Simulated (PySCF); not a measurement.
Bonding in `C=C(C)[SiH2]C[SiH3]`

Species: C₄H₁₂Si₂.
Atom-mapped SMILES: `[CH2:1]=[C:2]([CH3:3])[SiH2:4][CH2:5][SiH3:6]` (hydrogens: H7, H8 on C1; H9, H10, H11 on C3; H12, H13 on Si4; H14, H15 on C5; H16, H17, H18 on Si6)

Geometry (GFN2-xTB, Å), atoms numbered from 1 in this order:
```
atom  x, y, z in Å
C1    -1.489    1.343    1.162
C2    -1.241    0.228    0.489
C3    -2.018   -0.113   -0.748
Si4    0.105   -0.990    1.014
C5     1.451   -1.063   -0.331
Si6    2.229    0.607   -0.794
H7    -2.252    2.045    0.857
H8    -0.939    1.603    2.051
H9    -1.348   -0.178   -1.605
H10   -2.780    0.635   -0.958
H11   -2.501   -1.083   -0.632
H12    0.686   -0.562    2.292
H13   -0.494   -2.326    1.178
H14    2.239   -1.737    0.006
H15    1.032   -1.520   -1.228
H16    3.255    0.397   -1.822
H17    2.851    1.211    0.386
H18    1.206    1.510   -1.328
```

Bond orders from the PBE0/pcSseg-1 density (PySCF). One conformer (not necessarily the lowest) at the GFN2-xTB geometry, without solvent, vibrations or thermal averaging.

(1) Where do the orders between heavy atoms depart from those drawn in the SMILES?

(2) Set the Mayer orders of the bonds between heavy atoms beside their lengths.

## Answers

(1) The largest departure is 0.151, at C2–Si4 (drawn single, 0.849). Drawn single, order below 0.88: C2–Si4 (0.849).

(2) 
```tsv
bond	drawn as	length (Å)	Mayer order
C1–C2	double	1.325	1.978
C2–C3	single	1.499	1.043
C2–Si4	single	1.890	0.849
Si4–C5	single	1.904	0.915
C5–Si6	single	1.900	0.917
```

By pair of heavy elements: C–C: lowest C2–C3 (1.043, 1.499 Å), highest C1–C2 (1.978, 1.325 Å). C–Si: lowest C2–Si4 (0.849, 1.890 Å), highest C5–Si6 and Si4–C5 (0.917, 1.900 Å); in 2 of the 3 pairs the longer bond (by over 0.003 Å) has the higher order (by 0.02 or more). Bonds named together lie within 0.004.

Problem. And the bonds to hydrogen?

Solution. C–H: 0.93 to 0.96 (7 bonds); H–Si: 0.94 to 0.96 (5 bonds).

Problem. Sum the orders of all bonds at each heavy atom with more than one neighbour and set the sums beside the valence in the SMILES.

Solution. C1 3.876 (drawn 4), C2 3.870 (drawn 4), C3 3.905 (drawn 4), Si4 3.677 (drawn 4), C5 3.702 (drawn 4), Si6 3.758 (drawn 4). Orders between atoms that aren't bonded are not in these sums.

Mayer orders depend on the basis set.

The run behind these numbers computed NMR shieldings as well. Hardware: Arm Neoverse V1, one thread, shared host. Cost: 22 s.
